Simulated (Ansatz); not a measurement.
C8H16 (`C=CCCCCCC`) at its PBE0-D4/def2-TZVP geometry, where that method's forces vanish. Charge 0, multiplicity 1.

```xyz
24

C    -2.8965    0.4809   -0.0465
C    -2.6878    0.0198   -1.2719
C    -1.4468    0.1722   -2.0946
C    -0.2354    0.7687   -1.3951
C     0.4321   -0.1750   -0.4058
C     1.5970    0.4694    0.3279
C     2.3378   -0.4656    1.2751
C     1.4990   -0.9485    2.4477
H    -3.8469    0.3312    0.4522
H    -2.1379    1.0235    0.5068
H    -3.4985   -0.5152   -1.7638
H    -1.7046    0.7819   -2.9705
H    -1.1820   -0.8104   -2.5071
H    -0.5232    1.6962   -0.8864
H     0.4990    1.0626   -2.1530
H    -0.3099   -0.5385    0.3102
H     0.7913   -1.0609   -0.9455
H     2.3045    0.8661   -0.4098
H     1.2315    1.3374    0.8922
H     2.7095   -1.3288    0.7102
H     3.2251    0.0495    1.6579
H     0.6456   -1.5459    2.1192
H     2.0887   -1.5672    3.1280
H     1.1083   -0.1035    3.0227
```

What forces (eV/Å) does B3LYP-D4/def2-TZVPP give on these atoms in the Gaussian-basis code of Ansatz? (An estimate is asked.)

Ansatz gave: 
```
C1  -0.040  0.054  0.142
C2  -0.181 -0.075 -0.007
C3  -0.030 -0.061 -0.239
C4   0.081  0.225 -0.065
C5  -0.081 -0.215  0.045
C6   0.073  0.220 -0.033
C7   0.245 -0.052 -0.032
C8  -0.117 -0.090  0.187
H9   0.067  0.019 -0.023
H10 -0.082 -0.047 -0.029
H11  0.052  0.031  0.031
H12  0.017 -0.032  0.031
H13 -0.010  0.049  0.007
H14  0.029 -0.050 -0.038
H15 -0.038 -0.011  0.039
H16  0.068  0.022 -0.055
H17 -0.022  0.042  0.030
H18 -0.035 -0.014  0.041
H19  0.024 -0.039 -0.032
H20 -0.009  0.042  0.029
H21 -0.036 -0.032 -0.017
H22  0.043  0.029  0.029
H23 -0.033  0.026 -0.024
H24  0.013 -0.043 -0.018
```

B3LYP here is the variant with VWN-RPA as its local correlation; programs differ in this.
